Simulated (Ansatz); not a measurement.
BH4OSSi, SMILES `[SiH3]O[B]S` radical. The species carries charge 0 and has multiplicity 2.

```xyz
8

Si   -0.5238    1.3252    0.5897
O    -0.0689    0.1432   -0.4897
B     0.4320   -1.0767   -0.2902
S     0.8511   -2.2013   -1.6265
H    -0.9685    2.4771   -0.2250
H     0.6352    1.6994    1.4347
H    -1.6339    0.8242    1.4345
H     1.2767   -3.1910   -0.8275
```

(1) What are the harmonic wavenumbers in cm⁻¹ at PBE0-D4/def2-TZVP (Ansatz, finite differences of forces, unscaled)? (An estimate is asked.)

Answers

(1) Computed: 40i, 84, 98, 285, 407, 677, 717, 737, 851, 892, 952, 954, 963, 1398, 2246, 2253, 2267, 2723.
